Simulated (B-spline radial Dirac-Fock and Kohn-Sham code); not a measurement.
Form factor and incoherent scattering function of Rb¹⁴⁺

System: Rb¹⁴⁺, configuration [Ar] 3d5.

Level of theory: Dirac-Fock densities; a B-spline atomic structure program. f₀ is the Fourier transform of the spherical electron density, S the Waller-Hartree incoherent function, and s = sin θ/λ.

```tsv
s (Å⁻¹)	f₀	S
0	23.000	0.000
0.05	22.934	0.062
0.1	22.739	0.244
0.15	22.419	0.542
0.2	21.982	0.944
0.25	21.439	1.438
0.3	20.804	2.008
0.35	20.091	2.639
0.4	19.315	3.314
0.45	18.494	4.017
0.5	17.641	4.735
0.6	15.906	6.168
0.7	14.216	7.538
0.8	12.650	8.805
0.9	11.259	9.951
1	10.066	10.974
1.1	9.070	11.883
1.2	8.256	12.689
1.4	7.073	14.043
1.6	6.295	15.132
1.8	5.735	16.034
2	5.272	16.805
2.5	4.226	18.336
3	3.282	19.440
3.5	2.534	20.214
4	2.009	20.753
5	1.440	21.435
6	1.185	21.869
```

f₀ starts at the number of electrons, 23, and has fallen to half at s ≈ 0.88 Å⁻¹. The sum of ⟨r²⟩ over the electrons is 3.575 bohr².

Values without a named source are computed, but for edge energies of neutral atoms, which are taken from tables.
